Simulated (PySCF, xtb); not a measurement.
Ta(Cl)4(SH) (Cl₄HSTa), SMILES [SH][Ta]([Cl])([Cl])([Cl])[Cl], multiplicity 1. Other conformers were not sampled.

Harmonic wavenumbers (cm⁻¹) from xtb 6.7.1 with GFN2-xTB at its own minimum, in rising order: 27, 81, 96, 110, 125, 141, 159, 236, 265, 303, 306, 310, 320, 657, 2473.

### Question
What does PBE0-D3(BJ)/def2-SVP in PySCF give at its own minimum? (The exact figures need the calculation; the answer reports its results.)

### Answer
61, 80, 132, 133, 149, 160, 199, 343, 377, 396, 399, 401, 409, 713, 2716. Paired by order, the mean absolute difference is 71 cm⁻¹ and the zero-point energies are 8.0 and 9.5 kcal/mol.
